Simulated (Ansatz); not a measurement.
Geometry optimisation, Ansatz 0.2.0, UHF/def2-SVP.

input.yaml

```yaml
crystal:
  periodic: [false, false, false]
  atoms:
    - { symbol: Si, position_ang: [-0.1892, -0.2294, -0.5212] }
    - { symbol: Cl, position_ang: [1.631, -0.8197, -1.0737] }
    - { symbol: Cl, position_ang: [-1.0979, -1.7661, 0.3621] }
    - { symbol: H, position_ang: [-0.5242, 1.2516, -0.1767] }
    - { symbol: Cl, position_ang: [0.1803, 1.5636, 1.4094] }
magnetization:
  spin_polarized: true
basis:
  gaussian: { orbitals: def2-SVP }
hamiltonian:
  xc: hf
relax:
  f_tol: 0.15
  max_steps: 25
  restrain:
    - { distance: [0, 3], at: 1.42, k: 30.0 }
    - { distance: [0, 4], at: 2.13, k: 30.0 }
    - { distance: [3, 4], at: 2.63, k: 30.0 }
```

Run as:

```bash
$ ansatz run input.yaml --threads 2 --pin off --max-ram 3072MiB --backend cpu --events-out ev --progress --plain --runs-dir out
```

**Question.** Where does it end, and by what steps?

**Answer.** The run converged. The restraints hold the end off the free minimum. After 6 steps the energy has fallen by 3.742 eV (the restraints' own energy left out); H4 moved furthest, 0.72 Å.

| step | energy less start (eV) | largest force component (eV/Å) | accepted |
| --- | --- | --- | --- |
| 0 | 0.0000 | 1.588 | yes |
| 1 | -0.7420 | 3.002 | yes |
| 2 | -2.0021 | 3.341 | yes |
| 3 | -3.1820 | 1.574 | yes |
| 4 | -3.5528 | 1.195 | yes |
| 5 | -3.7265 | 1.383 | yes |
| 6 | -3.7421 | 1.111 | yes |

```xyz
5
Properties=species:S:1:pos:R:3
Si -0.057 0.017 -0.099
Cl 1.620 -0.616 -1.065
Cl -1.197 -1.596 0.402
H -0.777 1.021 -0.809
Cl 0.410 1.174 1.572
```

Whether the end is a true minimum wasn't checked by a vibrational analysis.

The run took 7.2 s on 2 threads of Arm Neoverse V2, with other jobs on the host, peak memory 0.21 GiB.
